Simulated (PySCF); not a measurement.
# Heteronuclear NMR

Numbering as in the mapped SMILES `[CH3:1][C:2]1=[C:3]([CH2:4][SiH2:5][Cl:6])[C:7](=[O:8])[CH2:9]1`; H(Xn) means a hydrogen on atom n.

[PySCF 2.14: shieldings: GIAO PBE0/pcSseg-1; geometry: GFN2-xTB; no solvent; one averaged value for each set of equivalent atoms; one conformer; no relativistic terms]

**Question.** Where does ²⁹Si resonate?

**Answer.** 
```json
{"atoms": "Si5", "environment": "silicon bonded to C, Cl, 2 H", "σ (ppm)": "365.0", "δ (ppm)": "-20.0"}
```

Shieldings were converted by a linear fit to measured shifts: ²⁹Si (scatter 8.9 ppm rms, 25.8 ppm with the 6 outliers that the fit left out vs TMS, solution or neat liquid). Occasional misses reach two or three times the rms, and more in compound classes unlike the fitted ones.

On a 400 MHz spectrometer ²⁹Si resonates near 79.5 MHz, so 1 ppm is 79.5 Hz.

**Question.** What are the ¹⁷O shifts?

**Answer.** 
| atoms | environment | σ (ppm) | δ (ppm) |
| --- | --- | --- | --- |
| O8 | ketone oxygen | -239.5 | 484.8 |

Shieldings were converted by a linear fit to measured shifts: ¹⁷O (scatter 10.7 ppm rms, 12.2 ppm with the 3 outliers that the fit left out vs liquid water, solution or neat liquid). Occasional misses reach two or three times the rms, and more in compound classes unlike the fitted ones.

On a 400 MHz spectrometer ¹⁷O resonates near 54.2 MHz, so 1 ppm is 54.2 Hz.
